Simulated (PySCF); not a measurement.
## Assigning NMR signals

Geometry (Å), atoms numbered from 1 in this order:
```xyz
21

C     3.3401    0.1683   -0.6383
C     2.0715    0.0659   -0.2798
C     0.8415    0.3729   -1.1027
C    -0.2178   -0.3266   -0.2129
C    -0.5459   -1.6060   -0.7561
N    -0.7938   -2.6401   -1.1843
C    -1.4932    0.3893    0.1229
C    -1.9086    1.4895   -0.4851
C    -2.2888   -0.2675    1.2114
Si    1.1043   -0.5639    1.2134
H     3.6325    0.5231   -1.6160
H     4.1425   -0.0969    0.0301
H     0.8843   -0.0085   -2.1242
H     0.6715    1.4486   -1.1426
H    -1.3718    1.9603   -1.2900
H    -2.8314    1.9661   -0.2003
H    -2.5438   -1.2877    0.9241
H    -1.7068   -0.3198    2.1324
H    -3.2068    0.2805    1.4069
H     1.3004   -1.9272    1.6911
H     0.9111    0.3965    2.2996
```

PySCF 2.14 calculation with geometry from GFN2-xTB and GIAO PBE0/pcSseg-1 shieldings; no solvent model, equivalent nuclei averaged, non-relativistic, one computed conformer.

δ = σ(ref) − σ, references computed at the same level: 13C (186.93 ppm) and 1H (31.72 ppm) against TMS.

Task: Assign these signals to the numbered atoms. 13C{1H} NMR (computed): δ 151.3, 150.2, 138.9, 128.4, 116.3, 45.5, 30.4, 25.7.

Result: 
151.3 → C7, fully substituted alkene carbon: as expected for a trigonal carbon in a double bond
150.2 → C2, fully substituted alkene carbon
138.9 → C1, terminal =CH2 carbon: as expected for a trigonal carbon in a double bond
128.4 → C5, nitrile carbon: typical of a nitrile
116.3 → C8, terminal =CH2 carbon: as expected for a trigonal carbon in a double bond
45.5 → C3, allylic sp3 CH2: saturated and bonded to C and H only
30.4 → C4, allylic fully substituted sp3 carbon bonded to Si
25.7 → C9, allylic methyl carbon: a saturated carbon with 1 carbon neighbour and no heteroatom attached

C7 and C2 lie closer than the usual error of such a calculation, so a measured spectrum could show them in the other order.

Task: Assign these signals to the numbered atoms. 1H NMR (500 MHz, computed): δ 6.32 (br s, 1H), 6.04 (br s, 1H), 5.37 (br s, 1H), 5.24 (m, 1H), 5.10 (br s, 1H), 5.04 (m, 1H), 3.52 (m, 1H), 3.35 (m, 1H), 2.06 (s, 3H).

Result: 
| δ (ppm) | atoms | environment | reason |
| --- | --- | --- | --- |
| 6.32 | H11 | hydrogen on a terminal =CH2 carbon | attached to an sp2 carbon and in the plane of the double bond |
| 6.04 | H12 | hydrogen on a terminal =CH2 carbon | – |
| 5.37 | H16 | hydrogen on a terminal =CH2 carbon | – |
| 5.24 | H20 | hydrogen on a silicon bonded to 2 C, in a 4-membered ring | – |
| 5.10 | H15 | hydrogen on a terminal =CH2 carbon | olefinic region |
| 5.04 | H21 | hydrogen on a silicon bonded to 2 C, in a 4-membered ring | – |
| 3.52 | H14 | hydrogen on an allylic sp3 CH2 | – |
| 3.35 | H13 | hydrogen on an allylic sp3 CH2 | – |
| 2.06 | H17/H18/H19 | hydrogen on an allylic methyl carbon | allylic position |

H15 and H21 lie closer than the usual error of such a calculation, so a measured spectrum could show them in the other order.

Shifts are as computed. Against solution values, carbons near 30 ppm lie about +3 ppm off and those near 130 ppm about +5 ppm. Of 1211 compounds with measured shifts, 218 miss one by over three times the rms of a fit or turn the order of signals round; such compounds aren't used in these exercises. No couplings were computed; multiplicities are counted from neighbouring protons, with m where these are inequivalent, close in shift, in a saturated or five-membered ring or joined by F or P, and br s for small geminal =CH2 splittings.
